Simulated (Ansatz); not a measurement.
Geometry optimisation, RHF/def2-SVP in Ansatz 0.2.0.

input.yaml

```yaml
crystal:
  periodic: [false, false, false]
  atoms:
    - { symbol: B, position_ang: [0.034715, -0.45473, -0.427265] }
    - { symbol: F, position_ang: [-0.098481, 0.041341, 2.043872] }
    - { symbol: F, position_ang: [1.119411, 0.256546, -0.522048] }
    - { symbol: F, position_ang: [-1.101002, 0.028805, -0.861262] }
    - { symbol: O, position_ang: [0.110347, -1.738676, 0.049675] }
    - { symbol: H, position_ang: [-0.711249, -2.204554, -0.005169] }
    - { symbol: H, position_ang: [0.288059, -0.782333, 2.036798] }
basis:
  gaussian: { orbitals: def2-SVP }
hamiltonian:
  xc: hf
relax:
  f_tol: 0.03
  max_steps: 50
output:
  orbitals: {}
```

Launched with:

```bash
$ ansatz run input.yaml --threads 1 --pin off --max-ram 2048MiB --backend cpu --events-out ev --progress --plain --runs-dir out
```

Question: Where does it end, and by what steps?

Answer: The forces met the threshold. The force dipped under the threshold on the way, but the program's further checks kept it going. After 35 steps the energy has fallen by 0.090 eV; F4 moved furthest, 1.41 Å.

```tsv
step	energy less start (eV)	largest force component (eV/Å)	accepted
0	0.0000	1.186	yes
2	-0.0277	0.507	no
4	-0.0386	0.122	yes
6	-0.0400	0.113	yes
8	-0.0434	0.016	yes
10	-0.0447	0.104	yes
12	-0.0464	0.367	yes
14	-0.0546	0.074	yes
16	-0.0460	0.911	no
18	-0.0635	0.360	yes
20	-0.0724	0.198	yes
22	-0.0763	0.115	yes
24	-0.0857	0.045	yes
26	-0.0730	1.265	no
28	-0.0867	0.440	no
30	-0.0889	0.182	no
32	-0.0897	0.040	yes
34	-0.0898	0.102	no
35	-0.0900	0.007	yes
```

```xyz
7
Properties=species:S:1:pos:R:3
B -0.031 -0.392 -0.785
F 0.422 -0.746 3.028
F 0.797 0.611 -0.756
F -0.577 -0.741 -1.922
O -0.310 -1.052 0.350
H -0.919 -1.771 0.262
H 0.260 -0.762 2.137
```

Run time: 48 s on 1 thread of Arm Neoverse V1 (shared host), peak memory 0.14 GiB.
